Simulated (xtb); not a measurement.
C₈H₂F₄N₂O, SMILES Fc1cc(F)c(F)c(-c2nnco2)c1F. All values are semi-empirical tight-binding results from xtb (GFN2-xTB unless named), good for trends rather than for accurate numbers. The structure is a stationary point at GFN2-xTB. The structure was generated by enumeration, and PubChem lists no compound with its InChIKey, so it may never have been made. One conformer was computed; it need not be the lowest.

```json
{
  "point_group_as_xtb_finds_it": "Cs",
  "orbital_gap": "2.48 eV",
  "dipole_moment": "3.07 D",
  "zero_point_energy": "57.1 kcal/mol",
  "G − E(el) at 298.15 K (modified RRHO)": "32.9 kcal/mol",
  "static polarisability (D4 model)": "106.1 bohr³",
  "solvation energy, GFN2-xTB/ALPB(water)": "-6.5 kcal/mol",
  "solvation energy, GFN2-xTB/ALPB(octanol)": "-7.6 kcal/mol"
}
```

Computed IR lines (harmonic; lines under 4 % of the strongest left out, lines within 3 cm⁻¹ merged):
ν (cm⁻¹): 686 (w), 849 (w), 859 (w), 928 (m), 1109 (w), 1144 (w), 1161 (w), 1210 (m), 1278 (w), 1387 (w), 1471 (w), 1481 (vs), 1532 (w) (against the strongest line: vs over 80 %, s over 45 %, m over 15 %, w over 4 %, vw less)
